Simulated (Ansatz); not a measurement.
A run for Ansatz (an electronic-structure program): R-CCSD(T)/cc-pV(T+d)Z on SiF4 (SMILES F[Si](F)(F)F). The basis file is the Basis Set Exchange's JSON of that set.

Ansatz 0.2 input:
```yaml
crystal:
  periodic: [false, false, false]
  atoms:
    - {symbol: Si, position_ang: [0.00000017, 0.00000008, 0.00001902]}
    - {symbol: F, position_ang: [-0.91776668, -0.94340286, -0.85102794]}
    - {symbol: F, position_ang: [0.46373015, -0.75135299, 1.29501310]}
    - {symbol: F, position_ang: [-0.80133898, 1.28601013, 0.40079334]}
    - {symbol: F, position_ang: [1.25537534, 0.40874564, -0.84469751]}
basis:
  gaussian:
    orbitals: cc-pV_T+d_Z.json
magnetization: {spin_polarized: false}
correlation: {method: ccsd_t, electrons: outside_noble_gas}
scf: {lower_state_search: off}
```

It printed:

```
WARN ansatz: RAYON_NUM_THREADS=4 ignored (pool sized by the plan → 4); use --threads N
Functional definition: HF
these checks for a lower state are left out or cut short: stability, starts, cluster_reference, orbital_swaps, neighbouring_geometries, increment
integrals: 0.41 GiB planned
992 factors; integrals over basis functions are off by at most 6.7e-4 eV
mean field: 0.53 GiB planned
mean field evaluation 1: about -18695.4435 eV, gradient 4.5e1 eV
mean field evaluation 2: about -18695.5506 eV, gradient 4.6e1 eV
mean field evaluation 4: about -18698.4873 eV, gradient 1.8e0 eV
mean field evaluation 8: about -18698.5089 eV, gradient 5.6e-2 eV
mean field -18698.50895459 eV, -687.1575297766 hartree, gradient 1.4e-6 eV, S^2 0.000000; 0 other end points of the search recorded, 0 dependent functions left out
9 core orbitals not correlated
reference -18698.50895459 eV, -687.1575297766 hartree; 16, 16 occupied and 134, 134 virtual orbitals, 992 factors
second order -30.23756771 eV of doubles, -0.00000000 eV of singles
coupled cluster: 0.87 GiB planned
cycle   1  -29.56370367 eV  change    6.7e-1 eV  update   9.8e-2
cycle   2  -30.08797406 eV  change   -5.2e-1 eV  update   2.6e-2
cycle   3  -30.20344920 eV  change   -1.2e-1 eV  update   1.2e-2
cycle   4  -30.18011572 eV  change    2.3e-2 eV  update   2.1e-3
cycle   5  -30.17847078 eV  change    1.6e-3 eV  update   7.3e-4
cycle   6  -30.17903289 eV  change   -5.6e-4 eV  update   1.8e-4
cycle   7  -30.17885597 eV  change    1.8e-4 eV  update   5.5e-5
cycle   8  -30.17882556 eV  change    3.0e-5 eV  update   1.1e-5
perturbative correction -0.85311270 eV, -0.0313513135 hartree
Total energy: -18729.54089286 eV, -688.2979324737 hartree
Checks for a lower state left out: stability, starts, cluster_reference, orbital_swaps, neighbouring_geometries, increment
```

The run converged.

Cost: about 40 core-seconds (a rough figure).
